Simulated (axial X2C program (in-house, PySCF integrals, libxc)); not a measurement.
Correcting the dissociation energy of AsBr for spin–orbit coupling

A spin-free PBE0 curve (one-electron X2C) was computed with an in-house all-electron X2C program for linear molecules (integrals from PySCF), basis Br dyall-cv3z [8s9p6d4f1g], As dyall-cv3z [9s9p6d4f1g] (cores contracted in-house), for the state M_S = 1, Λ = 0 (beyond evenly filled blocks: π+α, π-α). It gives D0 = 2.823 eV to Br + As, which in a spin-free picture are the weighted means of the ground terms.

Measured levels of the ground terms (NIST Handbook of Basic Atomic Spectroscopic Data), in cm⁻¹: Br 2P: J = 3/2 at 0, J = 1/2 at 3685.2; As 4S: J = 3/2 at 0.

The molecular state has Λ = 0, so it has no first-order lowering.

Task: How far does each ground level lie under the (2J+1)-weighted mean of its term?

Result: Br: (4 × 0 + 2 × 3685.2)/6 = 1228 cm⁻¹; As: a single level, 0.

Task: Correct D0.

Result: D0 = 2.823 + (0 − 1228)/8065.5 = 2.671 eV at PBE0 with these spin–orbit terms. The direct two-component run gives 2.715 eV; the difference holds second-order terms in the molecule, scalar two-electron terms, the gap between measured and computed atomic splittings (a 2c atom can miss part of its lowering) and, in coupled cluster, the truncation of each run.

Second-order spin–orbit effects in the molecule, which grow quickly with Z, are left out. One determinant describes the state; a PBE0 search over occupations chose it and may have missed a lower one. De is counted from the lowest determinant-based energies of the atoms at the same level, without counterpoise correction. Other states lie close and PBE0, whose exact exchange favours high spin, may order them wrongly; the determinant shown need not be the ground state. The nearest other spin-free determinant of the search, M_S = 0, Λ = 2, lies 0.88 eV up at the distance of the search.
